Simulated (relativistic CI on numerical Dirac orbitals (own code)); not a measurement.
**Slater and spin-orbit integrals, Mo III**

These numbers are calculated, not measured: Dirac-Coulomb-Breit CI, orbitals from a KLI potential per configuration, model QED (radiative potential, 1s self-energy scaled to tabulated hydrogen-like ionisation energies), valence Slater integrals scaled by 0.85, P86 correlation energy added to each configuration (own radial code, finite nucleus).

Slater integrals F^k, G^k are unscaled and averaged over j, outside the closed core [Kr]; ζ comes from projecting the Hamiltonian with its Breit term on Σ l·s of the shell.

- 4d⁴: F^2(4d,4d) = 57824, F^4(4d,4d) = 37634, ζ(4d) = 636.93 cm⁻¹; <r>(4d) = 1.723, <r^2>(4d) = 3.525 (bohr units).
- 4d³5s: F^2(4d,4d) = 59831, F^4(4d,4d) = 39059, ζ(4d) = 714.8, G^2(4d,5s) = 16821 cm⁻¹; <r>(4d) = 1.671, <r^2>(4d) = 3.311, <r>(5s) = 2.885, <r^2>(5s) = 9.353 (bohr units).
- 4d³5p: F^2(4d,4d) = 60621, F^4(4d,4d) = 39640, ζ(4d) = 740.96, F^2(4d,5p) = 22401, G^1(4d,5p) = 10169, G^3(4d,5p) = 8430, ζ(5p) = 1367 cm⁻¹; <r>(4d) = 1.653, <r^2>(4d) = 3.235, <r>(5p) = 3.464, <r^2>(5p) = 13.5 (bohr units).

Task: Give the Racah parameters of the d shell in 4d⁴.

Result: B = F²/49 − 5F⁴/441 = 753 cm⁻¹ and C = 35F⁴/441 = 2987 cm⁻¹; values fitted to spectra at such low charge are typically 15 to 30 % smaller.

In this model ζ of a weakly bound d, f or g electron outside closed shells comes out too small, for d by up to a factor of two or three and at times with the wrong sign; that of an outer p electron is too small as well.

For a near-neutral ion this model can misplace configurations by up to about 10,000 cm⁻¹ (more where the count of f electrons changes) and terms by 10 to 25 % of their spread. Rates follow the energies as ν³ (E1, M1) or ν⁵ (E2), so they and the lifetimes can be off by large factors. The fine structure of a lone outer electron comes out too small, for d and f at times inverted, and misplaced configurations move strength between like terms. 61 of the 67 excited levels that our extract of the measured tables holds in this range could be paired (the sources list more); they are missed by 2282 cm⁻¹ on average and 4519 at most, and levels without a partner can miss by more.

Averages of the first 10 configurations, taken without configuration mixing, which lowers the lowest level and can move excited configurations by several eV; other configurations of the list can lie among them:

| Configuration | Parity | States | Average energy above the lowest level (eV) |
| --- | --- | --- | --- |
| 4d⁴ | even | 210 | 2.6 |
| 4d³5s | even | 240 | 6.7 |
| 4d³5p | odd | 720 | 11.9 |
| 4d²5s² | even | 45 | 13.1 |
| 4d³4f | odd | 1680 | 21.3 |
| 4d²5s5p | odd | 540 | 17.7 |
| 4d³5d | even | 1200 | 18.3 |
| 4d³6s | even | 240 | 18.2 |
| 4d³6p | odd | 720 | 20.1 |
| 4d²4f² | even | 4095 | 44.4 |
